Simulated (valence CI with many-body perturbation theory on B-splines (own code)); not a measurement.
# Forbidden lines of Dy XLVI

Level of theory: valence CI with perturbative core correlation (CI+MBPT): three valence electrons over a frozen Dirac-Fock core [Ar], radial functions for each j: 7 s, 7 p, 8 d, 6 f, 4 g, 1 h, with the one-electron correlation potential Σ1, the two-electron term Σ2, the three-electron term Σ3, Breit, model QED; selected CI, second order for the rest, scaled by the run's own slope (own B-spline code, finite nucleus).

The last digits are not significant, and no measured levels were compared; by estimate large intervals hold to a few tenths of a per cent, small ones and those within an open d or f shell to about a per cent. Only levels of the ground parity were solved; by the run's estimate the other parity begins above the list, which can be wrong where configurations are misplaced.

Lines 1 to 50 of 55 in falling wavelength, among levels below 153.40 eV, chosen from the decays that carry over 1 % of a level's rate. Wavelengths and rates use the calculated energies. S is in atomic units (e²a₀⁴ for E2 and M2, e²a₀⁶ for E3), for M1 in squared Bohr magnetons. Weak lines are less certain than strong ones. Lines between different terms over intervals too small for the method are left out, as are lines whose strength nearly cancels. The highest levels of a list are the least certain.

Levels are named by their leading jj configuration (3d3/2^4 stands for four electrons in 3d with j = 3/2), which in mixed levels can hold well under half, so a name can repeat and another be missing. Letters in brackets count levels of one name in rising energy.

```tsv
λ vac (Å)	Upper	Lower	Type	A (s⁻¹)	S (a.u.)
21190	(3d3/2^2 3d5/2) J=9/2	(3d3/2^2 3d5/2) J=7/2	M1	8.10e-01	2.86e+00
1472	(3d3/2^2 3d5/2) J=7/2	(3d3/2^2 3d5/2) J=5/2 [a]	M1	4.61e+03	4.36e+00
1136	(3d3/2 3d5/2^2) J=5/2 [b]	(3d3/2 3d5/2^2) J=3/2 [a]	M1	4.88e+03	1.59e+00
607.4	(3d3/2 3d5/2^2) J=7/2 [b]	(3d3/2 3d5/2^2) J=7/2 [a]	M1	9.73e+03	6.47e-01
605.6	(3d3/2^2 3d5/2) J=5/2 [b]	(3d3/2^2 3d5/2) J=7/2	M1	4.88e+03	2.41e-01
543.9	(3d3/2 3d5/2^2) J=3/2 [a]	(3d3/2^2 3d5/2) J=5/2 [b]	M1	1.52e+04	3.63e-01
537.3	(3d3/2^2 3d5/2) J=5/2 [b]	(3d3/2^2 3d5/2) J=3/2	M1	2.66e+04	9.17e-01
520.6	(3d5/2^3) J=3/2	(3d3/2 3d5/2^2) J=3/2 [b]	M1	3.13e+04	6.56e-01
488.8	(3d3/2 3d5/2^2) J=3/2 [b]	(3d3/2 3d5/2^2) J=1/2	M1	2.65e+04	4.58e-01
447.8	(3d3/2 3d5/2^2) J=5/2 [a]	(3d3/2^2 3d5/2) J=5/2 [b]	M1	9.49e+04	1.90e+00
445.4	(3d3/2 3d5/2^2) J=3/2 [b]	(3d3/2 3d5/2^2) J=3/2 [a]	M1	4.25e+04	5.57e-01
429.1	(3d3/2^2 3d5/2) J=5/2 [b]	(3d3/2^2 3d5/2) J=5/2 [a]	M1	7.64e+03	1.34e-01
383.5	(3d5/2^3) J=5/2	(3d3/2 3d5/2^2) J=3/2 [b]	M1	6.73e+04	8.45e-01
367.8	(3d3/2 3d5/2^2) J=5/2 [b]	(3d3/2^2 3d5/2) J=5/2 [b]	M1	2.06e+05	2.28e+00
357.5	(3d5/2^3) J=9/2	(3d3/2 3d5/2^2) J=11/2	M1	4.73e+04	8.01e-01
353.0	(3d3/2 3d5/2^2) J=7/2 [b]	(3d3/2^2 3d5/2) J=5/2 [b]	M1	3.94e+04	5.15e-01
352.4	(3d3/2 3d5/2^2) J=7/2 [a]	(3d3/2^2 3d5/2) J=7/2	M1	2.23e+05	2.89e+00
347.8	(3d3/2^2 3d5/2) J=5/2 [a]	(3d3/2^3) J=3/2	M1	6.02e+05	5.63e+00
324.3	(3d3/2 3d5/2^2) J=9/2	(3d3/2^2 3d5/2) J=9/2	M1	4.24e+05	5.36e+00
319.5	(3d3/2 3d5/2^2) J=9/2	(3d3/2^2 3d5/2) J=7/2	M1	2.50e+05	3.02e+00
304.4	(3d5/2^3) J=3/2	(3d3/2 3d5/2^2) J=5/2 [b]	M1	2.96e+04	1.24e-01
299.3	(3d3/2 3d5/2^2) J=3/2 [a]	(3d3/2^2 3d5/2) J=1/2	M1	1.50e+05	5.96e-01
299.0	(3d3/2^2 3d5/2) J=3/2	(3d3/2^3) J=3/2	M1	5.04e+05	2.00e+00
287.0	(3d5/2^3) J=9/2	(3d3/2 3d5/2^2) J=9/2	M1	5.76e+05	5.04e+00
284.3	(3d3/2 3d5/2^2) J=7/2 [a]	(3d3/2^2 3d5/2) J=5/2 [a]	M1	9.36e+05	6.38e+00
282.5	(3d3/2 3d5/2^2) J=1/2	(3d3/2^2 3d5/2) J=1/2	M1	8.64e+05	1.44e+00
270.3	(3d3/2 3d5/2^2) J=3/2 [a]	(3d3/2^2 3d5/2) J=3/2	M1	8.75e+05	2.56e+00
270.0	(3d3/2^2 3d5/2) J=1/2	(3d3/2^3) J=3/2	M1	1.88e+05	2.74e-01
265.2	(3d3/2 3d5/2^2) J=11/2	(3d3/2^2 3d5/2) J=9/2	M1	2.80e+05	2.32e+00
265.2	(3d5/2^3) J=3/2	(3d3/2 3d5/2^2) J=5/2 [a]	M1	5.35e+05	1.48e+00
264.7	(3d5/2^3) J=9/2	(3d3/2 3d5/2^2) J=7/2 [a]	M1	7.93e+05	5.46e+00
259.2	(3d5/2^3) J=5/2	(3d3/2 3d5/2^2) J=7/2 [b]	M1	2.05e+05	7.93e-01
257.5	(3d3/2 3d5/2^2) J=5/2 [a]	(3d3/2^2 3d5/2) J=7/2	M1	4.86e+04	1.84e-01
256.5	(3d3/2 3d5/2^2) J=1/2	(3d3/2^2 3d5/2) J=3/2	M1	4.88e+04	6.10e-02
252.1	(3d5/2^3) J=3/2	(3d3/2 3d5/2^2) J=1/2	M1	3.43e+05	8.16e-01
251.8	(3d5/2^3) J=5/2	(3d3/2 3d5/2^2) J=5/2 [b]	M1	3.73e+05	1.32e+00
244.9	(3d3/2 3d5/2^2) J=3/2 [b]	(3d3/2^2 3d5/2) J=5/2 [b]	M1	5.03e+05	1.09e+00
244.3	(3d3/2 3d5/2^2) J=5/2 [a]	(3d3/2^2 3d5/2) J=3/2	M1	4.72e+05	1.53e+00
240.1	(3d5/2^3) J=3/2	(3d3/2 3d5/2^2) J=3/2 [a]	M1	5.44e+05	1.12e+00
239.9	(3d3/2 3d5/2^2) J=3/2 [a]	(3d3/2^2 3d5/2) J=5/2 [a]	M1	4.20e+05	8.60e-01
228.8	(3d3/2 3d5/2^2) J=5/2 [b]	(3d3/2^2 3d5/2) J=7/2	M1	2.35e+05	6.25e-01
225.4	(3d3/2 3d5/2^2) J=7/2 [b]	(3d3/2^2 3d5/2) J=9/2	M1	1.45e+05	4.94e-01
224.3	(3d5/2^3) J=5/2	(3d3/2 3d5/2^2) J=5/2 [a]	M1	4.23e+05	1.06e+00
223.0	(3d3/2 3d5/2^2) J=7/2 [b]	(3d3/2^2 3d5/2) J=7/2	M1	1.46e+05	4.79e-01
219.1	(3d3/2 3d5/2^2) J=5/2 [a]	(3d3/2^2 3d5/2) J=5/2 [a]	M1	8.10e+04	1.90e-01
218.3	(3d3/2 3d5/2^2) J=5/2 [b]	(3d3/2^2 3d5/2) J=3/2	M1	5.68e+03	1.31e-02
206.1	(3d5/2^3) J=5/2	(3d3/2 3d5/2^2) J=3/2 [a]	M1	5.86e+05	1.14e+00
198.0	(3d3/2 3d5/2^2) J=5/2 [b]	(3d3/2^2 3d5/2) J=5/2 [a]	M1	1.83e+04	3.16e-02
193.7	(3d3/2 3d5/2^2) J=7/2 [b]	(3d3/2^2 3d5/2) J=5/2 [a]	M1	3.84e+04	8.28e-02
192.1	(3d3/2^2 3d5/2) J=5/2 [b]	(3d3/2^3) J=3/2	M1	6.07e+04	9.57e-02
```
